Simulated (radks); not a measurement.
Results of a calculation; reference values are marked as such.
Removal energies from the iron ion Fe7+, [Ar] 3d1, by Delta-SCF beside the eigenvalue of the level emptied. Level of theory: scalar-relativistic Kohn-Sham, BLYP, spin-polarised, spherical densities, finite nucleus; Fermi nuclear charge, rms radius of each element as measured or else 0.836 A^(1/3) + 0.57 fm (a radial shooting solver on a logarithmic mesh with Libxc functionals). Open shells are filled with parallel spins first.

| removed from | final configuration | Delta-SCF (eV) | -eigenvalue (eV) |
|---|---|---|---|
| 3d | [Ar] | 151.19 | 137.59 |
| 3p | [Ne] 3s2 3p5 3d1 | 204.53 | 191.33 |
| 3s | [Ne] 3s1 3p6 3d1 | 240.04 | 226.67 |
| 2p | [He] 2s2 2p5 3s2 3p6 3d1 | 885.95 | 848.75 |
